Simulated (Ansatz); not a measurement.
Isomers of C$_{2}$H$_{8}$AlNSi, relaxed with PBE0-D4/def2-TZVP in Ansatz; electronic energies, one conformer each and not always the lowest. Functionals use def2-TZVPP; CBS adds triple-zeta CCSD(T) − MP2 to the MP2 limit of def2-TZVPP and def2-QZVPP.

Problem. Order them by energy at frozen-core CCSD(T)/CBS, lowest first. (An estimate is asked.)
A. `C[N]1[AlH][CH]1[SiH3]`
B. `C[C]1(N)[AlH][SiH2]1`
C. `[CH3][Al]1[NH][SiH]1C`
D. `C[N]1[SiH2][Al]1[CH3]`
E. `C=C([SiH3])[NH][AlH2]`

Solution. C (0.0 kcal/mol), D (18.2 kcal/mol), E (28.2 kcal/mol), A (58.4 kcal/mol), B (72.5 kcal/mol).

Problem. How do ωB97M-V, B2PLYP, PBE-D4, PBE0-D4 place them (kcal/mol, against `[CH3][Al]1[NH][SiH]1C`)? (Estimate.)

Solution. Computed: 
| isomer | ωB97M-V | B2PLYP | PBE-D4 | PBE0-D4 |
| --- | --- | --- | --- | --- |
| `C[N]1[AlH][CH]1[SiH3]` | 58.1 | 58.1 | 58.0 | 59.1 |
| `C=C([SiH3])[NH][AlH2]` | 28.0 | 27.0 | 30.4 | 31.2 |
| `C[C]1(N)[AlH][SiH2]1` | 72.2 | 74.5 | 66.5 | 68.6 |
| `C[N]1[SiH2][Al]1[CH3]` | 18.3 | 17.4 | 16.9 | 17.4 |
